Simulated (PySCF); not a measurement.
PySCF input for BH4O3, SMILES OB(O)[OH2+], charge +1, PBE-D3(BJ)/def2-SVP. The structure is a stationary point at PBE-D3(BJ)/def2-SVP. The isomer is the one that the SMILES or the coordinates give; other isomers of the formula were not compared. Other conformers were not sampled.

```python
import numpy as np
from pyscf import gto, scf, dft, df
from pyscf.hessian import thermo

mol = gto.M(
    atom='''
    O     0.94208325   -0.98533969   -0.21751282
    B     0.16479950    0.07450791   -0.02165853
    O     0.42542220    1.37301014   -0.02442983
    O    -1.25253537   -0.42583671    0.24098703
    H     1.89863253   -0.82038803   -0.33131460
    H    -0.18805039    2.07443511    0.25428412
    H    -1.38629318   -1.40096479    0.16435585
    H    -2.06804715    0.07970815    0.02861233
    ''',
    basis='def2-SVP',
    charge=1,
    spin=0,
    max_memory=1600,
    verbose=3,
)
mf = dft.RKS(mol, xc='pbe').density_fit(auxbasis='def2-universal-jkfit')
mf.disp = 'd3bj'
mf.grids.level = 3
mf.conv_tol = 1e-11
mf.max_cycle = 100
mf.kernel()

# [left out here: the lines that compute and print the analytic Hessian (its translational invariance restored by hand, since the grid's response is missing), thermochemistry and intensities]
```

It prints:

```
converged SCF energy = -252.318162194459

WARN: DFTD3 does not support analytical Hessian, using finite difference


WARN: Mole.unit (angstrom) is changed to Bohr

Mode                                 0                   1                   2
Irrep
Freq [cm^-1]                      200.6072            341.8898            373.8404
Reduced mass [au]                   1.0925              1.6880              1.5823
Force const [Dyne/A]                0.0259              0.1163              0.1303
Char temp [K]                     288.6291            491.9032            537.8731
Normal mode                   x     y     z       x     y     z       x     y     z
       0   O                 0.01 -0.01 -0.03   -0.08  0.02  0.00   -0.08  0.00  0.03
       1   B                 0.01 -0.01  0.01   -0.03  0.06 -0.02   -0.00  0.05  0.05
       2   O                -0.02 -0.00 -0.01    0.09  0.03  0.04    0.03  0.05 -0.07
       3   O                -0.02  0.03  0.05    0.00 -0.07  0.01    0.03 -0.07  0.00
       4   H                 0.02 -0.02  0.09   -0.07 -0.04 -0.04   -0.06 -0.09  0.05
       5   H                 0.06 -0.08  0.36   -0.04  0.13 -0.50    0.28  0.05  0.49
       6   H                 0.10 -0.01  0.23    0.30 -0.12  0.11    0.17 -0.06 -0.48
       7   H                 0.09 -0.15 -0.82   -0.11 -0.34 -0.21   -0.00 -0.09  0.07
Mode                                 3                   4                   5
Irrep
Freq [cm^-1]                      394.2108            425.5579            533.2711
Reduced mass [au]                   1.1710              3.0542              1.1636
Force const [Dyne/A]                0.1072              0.3259              0.1950
Char temp [K]                     567.1816            612.2830            767.2583
Normal mode                   x     y     z       x     y     z       x     y     z
       0   O                -0.03 -0.00  0.01   -0.06 -0.10  0.01   -0.00 -0.01  0.06
       1   B                -0.01  0.02 -0.05    0.08  0.03 -0.02    0.01  0.00  0.07
       2   O                 0.01  0.02 -0.00   -0.09  0.06  0.03   -0.00  0.01 -0.01
       3   O                 0.02 -0.01 -0.07    0.11  0.04 -0.01    0.00 -0.00 -0.05
       4   H                 0.00 -0.05  0.23   -0.02 -0.37 -0.02   -0.13  0.06 -0.88
       5   H                 0.11 -0.03  0.36   -0.31 -0.08 -0.07    0.05  0.01  0.10
       6   H                 0.07 -0.07  0.71    0.14  0.04 -0.05    0.00 -0.02  0.20
       7   H                -0.15 -0.14  0.31    0.10  0.02 -0.02   -0.00 -0.02 -0.06
Mode                                 6                   7                   8
Irrep
Freq [cm^-1]                      589.2922            680.0008            765.5275
Reduced mass [au]                   5.0329              3.5452              1.1917
Force const [Dyne/A]                1.0297              0.9658              0.4115
Char temp [K]                     847.8603            978.3698           1101.4236
Normal mode                   x     y     z       x     y     z       x     y     z
       0   O                -0.02  0.01 -0.08   -0.05  0.03  0.01   -0.01  0.02 -0.00
       1   B                 0.04 -0.01  0.25   -0.13 -0.03 -0.00   -0.03 -0.02  0.05
       2   O                -0.02 -0.00 -0.05   -0.03 -0.09  0.01    0.06 -0.02 -0.03
       3   O                 0.01 -0.01 -0.05    0.14  0.05 -0.02   -0.00  0.05 -0.01
       4   H                 0.02 -0.05  0.19   -0.09  0.31  0.04   -0.04  0.20  0.01
       5   H                 0.03  0.10 -0.22    0.18  0.11 -0.04   -0.53 -0.58  0.13
       6   H                -0.03 -0.01  0.15    0.19  0.04 -0.02    0.27  0.01 -0.10
       7   H                 0.03  0.04 -0.01    0.17  0.07 -0.05   -0.16 -0.16  0.10
Mode                                 9                  10                  11
Irrep
Freq [cm^-1]                      855.7596            927.5272           1205.7554
Reduced mass [au]                   1.4400              1.6632              5.2882
Force const [Dyne/A]                0.6213              0.8430              4.5298
Char temp [K]                    1231.2475           1334.5051           1734.8135
Normal mode                   x     y     z       x     y     z       x     y     z
       0   O                -0.06  0.04  0.01   -0.00  0.14  0.01    0.09 -0.06 -0.02
       1   B                -0.03 -0.00 -0.01   -0.02 -0.01 -0.00   -0.21 -0.06  0.03
       2   O                 0.06  0.04 -0.01   -0.00 -0.09 -0.00    0.03  0.10 -0.00
       3   O                 0.05 -0.09  0.00    0.01  0.01 -0.00    0.01  0.01 -0.00
       4   H                -0.06  0.05  0.03    0.11 -0.74 -0.08    0.12 -0.28 -0.04
       5   H                -0.25 -0.23  0.03    0.00 -0.10  0.01   -0.04  0.04  0.02
       6   H                -0.50 -0.02  0.14    0.03  0.01  0.00    0.10 -0.01  0.01
       7   H                 0.36  0.36 -0.14    0.01  0.01  0.01    0.05  0.08 -0.00
Mode                                12                  13                  14
Irrep
Freq [cm^-1]                     1546.5737           1673.2247           3566.9156
Reduced mass [au]                   1.1327              8.4387              1.0460
Force const [Dyne/A]                1.5963             13.9199              7.8406
Char temp [K]                    2225.1752           2407.3978           5131.9974
Normal mode                   x     y     z       x     y     z       x     y     z
       0   O                 0.00  0.00 -0.00   -0.05  0.07  0.01   -0.00 -0.00 -0.00
       1   B                -0.03 -0.02  0.01    0.07 -0.25 -0.02   -0.00 -0.00 -0.00
       2   O                 0.00  0.01 -0.00    0.01  0.08  0.00    0.00 -0.00 -0.00
       3   O                 0.07  0.03  0.00   -0.01  0.01 -0.00   -0.03 -0.04 -0.01
       4   H                 0.00 -0.03 -0.01   -0.05  0.03  0.01    0.02  0.00 -0.00
       5   H                 0.01  0.02  0.01    0.03  0.12 -0.01   -0.02  0.02  0.01
       6   H                -0.63  0.13 -0.11    0.12 -0.00 -0.01    0.11  0.85  0.06
       7   H                -0.32 -0.58 -0.04   -0.02 -0.01  0.02    0.39 -0.25  0.09
Mode                                15                  16                  17
Irrep
Freq [cm^-1]                     3675.6984           3727.8398           3778.2370
Reduced mass [au]                   1.0864              1.0671              1.0696
Force const [Dyne/A]                8.6479              8.7370              8.9960
Char temp [K]                    5288.5116           5363.5314           5436.0419
Normal mode                   x     y     z       x     y     z       x     y     z
       0   O                -0.00 -0.00  0.00    0.06  0.01 -0.01   -0.00  0.00  0.00
       1   B                -0.00  0.00  0.00    0.00  0.00  0.00    0.00  0.00 -0.00
       2   O                -0.00  0.00  0.00    0.00 -0.00 -0.00    0.04 -0.05 -0.02
       3   O                 0.04 -0.06  0.01   -0.00 -0.00  0.00    0.00 -0.00  0.00
       4   H                -0.00 -0.00 -0.00   -0.95 -0.14  0.11    0.07  0.01 -0.01
       5   H                 0.02 -0.03 -0.01   -0.04  0.05  0.02   -0.60  0.71  0.27
       6   H                 0.07  0.45  0.04    0.00  0.01  0.00    0.00 -0.01  0.00
       7   H                -0.70  0.44 -0.18    0.01 -0.00  0.00   -0.04  0.02 -0.01
temperature 298.1500 [K]
pressure 101325.00 [Pa]
Rotational constants [GHz] 9.66814 8.74453 4.60459
Symmetry number 1
Zero-point energy (ZPE) 0.05755 [Eh]   151098.694 [J/mol]
                           tot       elec      trans        rot        vib
Entropy [J/mol/K]       296.128      0.000    160.386    101.367     34.375
Cv [J/mol/K]             79.310      0.000     12.472     12.472     54.366
Cp [J/mol/K]             87.624      0.000     20.786     12.472     54.366
Internal energy [J/mol]                      3718.434   3718.434 157866.853
Internal energy [Eh]   -252.25520  -252.31816
Enthalpy [J/mol]                             6197.391   3718.434 157866.853
Enthalpy [Eh]          -252.25426
Gibbs free energy [J/mol]                  -41621.636 -26504.179 147617.965
Gibbs free energy [Eh] -252.28789
mode   freq/cm-1   IR/(km/mol)
   1      200.61        48.577
   2      341.89        85.177
   3      373.84        37.432
   4      394.21       414.174
   5      425.56        38.798
   6      533.27        39.150
   7      589.29        82.540
   8      680.00        51.218
   9      765.53       169.783
  10      855.76        41.523
  11      927.53       139.321
  12     1205.76       220.827
  13     1546.57       209.192
  14     1673.22       416.592
  15     3566.92       234.734
  16     3675.70       323.714
  17     3727.84       275.447
  18     3778.24       224.597
max |gradient| / (hartree/bohr): 8.397003756332311e-05
APT charges: [-0.7541  1.481  -0.7501 -0.6309  0.4091  0.4077  0.4202  0.4171]
```

The run converged.
